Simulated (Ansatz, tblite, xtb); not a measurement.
BN2H4F (SMILES NB(N)F): methods side by side

BN2H4F has 8 atoms, charge 0, and is taken as a singlet. As SMILES, `NB(N)F`. The coordinates come from a PBE0-D4/def2-TZVP relaxation.

Quantity: the dipole moment, in D. The values are calculated.

| level | kind | program | value (D) | CPU time |
| --- | --- | --- | --- | --- |
| GFN2-xTB | semi-empirical | tblite | 2.86 | under 2 s |
| GFN0-xTB | semi-empirical | xtb | 2.87 | under 2 s |
| GFN1-xTB | semi-empirical | xtb | 3.00 | under 2 s |
| IPEA1-xTB | semi-empirical | tblite | 3.36 | under 2 s |
| HF/STO-3G | Hartree–Fock | Ansatz | 1.64 | 0.73 s |
| HF/3-21G | Hartree–Fock | Ansatz | 2.65 | 1.3 s |
| HF/def2-SVP | Hartree–Fock | Ansatz | 2.53 | 4.9 s |
| B3LYP/6-31G* (spherical functions) | global hybrid | Ansatz | 2.24 | 8.9 s |
| B3LYP/6-31G* (Cartesian functions) | global hybrid | Ansatz | 2.25 | 9.3 s |
| PBE0/def2-SVP | global hybrid | Ansatz | 2.42 | 10 s |

The values span 1.64 to 3.36 D. Sets without polarisation functions give poor dipoles. Without the sets that lack polarisation functions the rows with a basis span only 2.24 to 2.53 D. Times are those of the runs behind each value, whatever else they computed, on shared processors of several kinds: orders of magnitude only.
